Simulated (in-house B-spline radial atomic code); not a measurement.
Configurations of neutral neon, with energies counted from [He] 2s2 2p6. Computed with a radial B-spline atomic code at the basis-set limit: non-relativistic r2SCAN0, spin-polarised, spherical fractional occupations, exact exchange averaged over the configuration, point nucleus. Shells without spins written out take the highest spin.

Occupations are held fixed; configurations that lie above the ionisation limit could autoionise.

```tsv
configuration	E - E(ref) (eV)	highest orbital	its <r> (bohr)
[He] 2s2 2p5 3s1	17.117	3s up	4.238
[He] 2s1 2p6 3s1	42.775	3s up	4.218
[He] 2s1 2p6 3p1	44.742	3p up	5.982
```

Order these further configurations by energy, lowest first.
A. [He] 2s2 2p5 3d1
B. [He] 2s1 2p6 3d1
C. [He] 2s2 2p5 3p1

C (19.06 eV), A (20.512 eV), B (46.198 eV).
